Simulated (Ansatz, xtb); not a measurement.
## C2HSe−: which of two structures lies lower

Structure X: `C#C[Se-]`, a singlet. Structure Y: a singlet given by its coordinates. Both are isolated ions in the gas phase, relaxed with PBE0-D4/def2-TZVPD.

X (Å):

```xyz
4

C     0.0000    0.0000   -0.7973
C     0.0000    0.0000    0.4236
Se    0.0000    0.0000    2.2336
H     0.0000    0.0000   -1.8599
```

Y (Å):

```xyz
4

C     0.9271    0.5512    0.0633
C    -0.2011   -0.0444    0.2514
Se   -0.0704   -0.4677   -1.6679
H    -0.9775   -0.3063    0.9512
```

Close contacts (Å): C1–C2 1.29, C1–Se3 2.24, C2–Se3 1.97, C2–H4 1.08.

Estimate which is lower in electronic energy at CCSD(T)/def2-TZVPPD, and by roughly how much.

The CCSD(T)/def2-TZVPPD calculation puts structure X lower, by 37.1 kcal/mol.

The same difference at several levels:

| level | geometry | E(Y) − E(X) (kcal/mol) | departure from the last row (kcal/mol) | job, with rough time for the two |
| --- | --- | --- | --- | --- |
| GFN2-xTB | GFN2-xTB | +41.6 | +4.5 | optimisation, 0.94 s |
| HF/STO-3G | GFN2-xTB | +47.0 | +9.9 | single point, 1.5 s |
| r2SCAN-D4/def2-SVPD | GFN2-xTB | +39.3 | +2.2 | single point, 6.2 s |
| PBE0-D4/def2-TZVPD | PBE0-D4/def2-TZVPD | +37.8 | +0.7 | optimisation, 72 s |
| HF/def2-TZVPPD | PBE0-D4/def2-TZVPD | +39.3 | +2.2 | part of the CCSD(T) run |
| MP2/def2-TZVPPD | PBE0-D4/def2-TZVPD | +41.0 | +3.8 | part of the CCSD(T) run |
| CCSD(T)/def2-TZVPPD | PBE0-D4/def2-TZVPD | +37.1 |  | single point, 64 s |

None of the levels shown reverses the order. The largest departure from CCSD(T)/def2-TZVPPD is that of HF/STO-3G, 9.9 kcal/mol.

With harmonic frequencies from PBE0-D4/def2-TZVPD (ideal gas, rigid rotor, one conformer each, 298.15 K, 1 atm): on the last row, ΔE + ΔZPE = +36.4, ΔH = +36.4, ΔG = +35.0 kcal/mol.

The correlated steps freeze 11 core orbitals; the filled d shell of Se is correlated, in a basis made for valence electrons. Programs: Ansatz 0.2.0, xtb 6.7.1; the last row on 2 threads of AMD EPYC (Zen 3) on a shared host.
